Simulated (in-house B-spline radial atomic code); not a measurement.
**Ionising Cl⁷⁺ with different functionals**

Computed with an all-electron radial atomic-structure program (B-spline basis): non-relativistic Hamiltonian, point nucleus, spin-polarised at highest spin, spherical fractional occupations for the functionals, and exact exchange of hybrids averaged over the configuration. The ionisation energy is the difference of two self-consistent energies, [He] 2s2 2p6 → [He] 2s2 2p5, without Breit or QED terms; ε is the level of the shell that loses the electron (its least bound occupied spin orbital).

```tsv
method	rung	ΔSCF (eV)	-ε(2p) (eV)
PBE0	global hybrid	348.68	330.23
B3LYP	global hybrid	348.96	329.06
TPSSh	global hybrid	349.18	326.52
M06-2X	global hybrid	347.75	337.40
BHandHLYP	global hybrid	348.69	337.41
r2SCAN0	global hybrid	?	?
B97-1	global hybrid	348.81	329.20
HSE06	range-separated hybrid	348.63	329.73
wB97X	range-separated hybrid	348.57	331.26
CAM-B3LYP	range-separated hybrid	348.86	330.98
LC-wPBE	range-separated hybrid	?	?
```

Q: What does r2SCAN0 give?

A: ΔSCF 350.29 eV, and -ε(2p) = 332.25 eV.

Q: What does LC-wPBE give?

A: ΔSCF 348.69 eV, and -ε(2p) = 329.05 eV.

Q: Among the functionals, which spreads more, the ΔSCF values or the orbital energies?

A: The orbital energies: ΔSCF values span about 2.54 eV and the orbital energies 10.89 eV; here energy differences depend much less on the functional than eigenvalues do.

Q: How do they compare with the NIST value?

A: NIST lists 348.31 eV ± 0.007 (measured, ground level to ground level). Errors run from -0.56 to +1.98 eV; wB97X is closest (+0.27 eV), but part of that can be cancellation, since the calculations leave out relativity, Breit-QED terms, multiplet and fine-structure energies.
